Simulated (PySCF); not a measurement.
## Frontier orbitals and the lowest excitations

C2H7N3Si2.
SMILES with atom numbers: `[SiH3:1][c:2]1[n:3][cH:4][n:5]([SiH3:6])[n:7]1` (hydrogens: H8, H9, H10 on Si1; H11 on C4; H12, H13, H14 on Si6)

Cartesian coordinates in Å at the GFN2-xTB level; atoms count from 1:
```
atom  x, y, z in Å
Si1    2.8373    0.5299   -0.0675
C2     1.0730   -0.1024   -0.0588
N3     0.7519   -1.4096    0.1682
C4    -0.5456   -1.4276    0.0909
N5    -1.0387   -0.1963   -0.1723
Si6   -2.6558    0.4502   -0.3959
N7     0.0151    0.6436   -0.2654
H8     3.7124   -0.6101    0.1956
H9     2.9765    1.5512    0.9735
H10    3.1197    1.1176   -1.3792
H11   -1.1734   -2.2863    0.2135
H12   -2.8496    1.4557    0.6424
H13   -3.5207   -0.7166   -0.2265
H14   -2.7028    1.0003   -1.7456
```

Theory: TDDFT B3LYP/def2-SVPD, vertical, gas phase, core orbitals frozen in the response (PySCF 2.14.0, density-fitted response routines). GFN2-xTB frequencies show an imaginary mode (45i cm⁻¹), so this geometry is no minimum at that level.

Frontier orbitals with the atoms that hold most of them (Löwdin shares over 4%, at most four atoms; ? is withheld):

```json
{"orbital": "LUMO+2", "ε (eV)": "0.24", "atoms": "Si6 54%, H14 11%, H12 11%, H13 9%"}
{"orbital": "LUMO+1", "ε (eV)": "-0.36", "atoms": "Si6 45%, H13 13%, H14 12%, H12 12%"}
{"orbital": "LUMO", "ε (eV)": "-0.74", "atoms": "?"}
{"orbital": "HOMO", "ε (eV)": "-7.68", "atoms": "N7 28%, C2 20%, C4 17%, N5 17%"}
{"orbital": "HOMO-1", "ε (eV)": "-7.79", "atoms": "?"}
{"orbital": "HOMO-2", "ε (eV)": "-8.42", "atoms": "N3 36%, N5 20%, N7 12%, C4 11%"}
{"orbital": "HOMO-3", "ε (eV)": "-8.77", "atoms": "N7 38%, N3 17%, C2 14%, N5 11%"}
```

(1) Which atoms hold the HOMO-1, and with what shares?

(2) Give the leading atoms of the LUMO.

(3) The HOMO–LUMO gap is 6.94 eV. Where does the response calculation put the lowest singlet, and from which orbitals?

(4) Give energy, strength and leading configuration of S1, S2, S3, S4 and S8, and follow the Löwdin shares of the leading atoms from the occupied to the empty orbital.

Results:

(1) N3 (bonded to 2 C) 52%; N7 (bonded to C and N) 25%; C2 (bonded to 2 N and Si) 7%; C4 (bonded to 2 N and H) 7%. By element: nitrogen 77% or more, carbon 14%.

(2) N7 (bonded to C and N) 22%; N5 (bonded to C, N and Si) 16%; C2 (bonded to 2 N and Si) 15%; C4 (bonded to 2 N and H) 15%. By element: nitrogen 38% or more, carbon 30%.

(3) S1 is at 5.69 eV (f = 0.0011), 1.26 eV below the gap, made of HOMO-1→LUMO (99%). Its leading pair isn't HOMO and LUMO; the energies of that pair differ by 7.05 eV. Without the coupling terms of the response equations the lowest excitation would equal the gap.

(4) 
- S1 (5.69 eV, f 0.0011), HOMO-1→LUMO (99%): N3 52% → at most 16%, N7 25% → 22%, N5 at most 8% → 16%
- S2 (6.45 eV, f 0.0002), HOMO→LUMO+1 (99%): N7 28% → at most 12%, C2 20% → at most 12%, Si6 at most 17% → 45%, H13 at most 17% → 13%
- S3 (6.56 eV, f 0.172), HOMO→LUMO (84%): N7 28% → 22%, C2 20% → 15%, N5 17% → 16%
- S4 (6.66 eV, f 0.031), HOMO-1→LUMO+1 (84%): N3 52% → at most 12%, N7 25% → at most 12%, Si6 at most 8% → 45%, H13 at most 8% → 13%
- S8 (7.16 eV, f 0.0018), HOMO-2→LUMO+1 (82%): N3 36% → at most 12%, N5 20% → at most 12%, Si6 at most 12% → 45%, H13 at most 12% → 13%

Cost: about 90 s of CPU time on one thread; the machine was shared, so the figure is rough.
